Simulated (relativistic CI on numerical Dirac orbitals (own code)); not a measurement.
**Energy levels of Tb⁶⁴⁺**

Calculated at this level of theory: Dirac equation for one electron, model QED (radiative potential, 1s self-energy scaled to tabulated hydrogen-like ionisation energies) (own radial code, finite nucleus).

Configuration list: 1s, 2s, 2p, 3s, 3p, 3d, 4s, 4p, 4d, 4f, 5s, 5p, 5d, 5f, 5g, 6s, 6p, 6d. Levels of other configurations are missing.

The lowest level is 1s ²S1/2, with 100 % of that term; Hund's rules for 1s give ²S with J = 1/2, in agreement.

```tsv
No.	Configuration	Term	J	E (eV)	%	Landé g	Lifetime (s)
1	1s	²S	1/2	0.0	100	1.843	
2	2p	²P°	1/2	45530.1	100	0.625	8.71e-17
3	2s	²S	1/2	45544.4	100	1.962	
4	2p	²P°	3/2	46473.4	100	1.304	9.46e-17
5	3p	²P°	1/2	54259.5	100	0.648	3.01e-16
6	3s	²S	1/2	54263.7	100	1.985	5.70e-15
7	3d	²D	3/2	54539.5	100	0.786	7.74e-16
8	3p	²P°	3/2	54540.2	100	1.321	3.04e-16
9	3d	²D	5/2	54622.8	100	1.188	8.44e-16
10	4p	²P°	1/2	57274.8	100	0.656	7.19e-16
11	4s	²S	1/2	57276.6	100	1.992	8.47e-15
12	4d	²D	3/2	57392.3	100	0.792	1.77e-15
13	4p	²P°	3/2	57392.6	100	1.326	7.08e-16
14	4f	²F°	5/2	57427.5	100	0.850	3.88e-15
15	4d	²D	5/2	57427.6	100	1.193	1.94e-15
16	4f	²F°	7/2	57444.7	100	1.136	3.99e-15
17	5p	²P°	1/2	58653.7	100	0.660	1.41e-15
18	5s	²S	1/2	58654.6	100	1.996	1.35e-14
19	5d	²D	3/2	58713.5	100	0.795	3.38e-15
20	5p	²P°	3/2	58713.6	100	1.329	1.36e-15
21	5f	²F°	5/2	58731.5	100	0.852	7.44e-15
22	5d	²D	5/2	58731.6	100	1.196	3.72e-15
23	5g	²G	7/2	58740.3	100	0.884	1.29e-14
24	5f	²F°	7/2	58740.4	100	1.139	7.67e-15
25	5g	²G	9/2	58745.6	100	1.107	1.30e-14
26	6p	²P°	1/2	59395.8	100	0.662	2.43e-15
27	6s	²S	1/2	59396.3	100	1.998	2.08e-14
28	6d	²D	3/2	59430.3	100	0.796	5.76e-15
29	6p	²P°	3/2	59430.4	100	1.331	2.34e-15
30	6d	²D	5/2	59440.7	100	1.197	6.34e-15
```

Energies count from the lowest computed level; ° marks odd parity; lifetimes are radiative, by E1, M1, E2, M2 decay to levels of this space only; some are left blank where a channel outside the calculation adds to the decay or the decay crosses a small, uncertain gap.
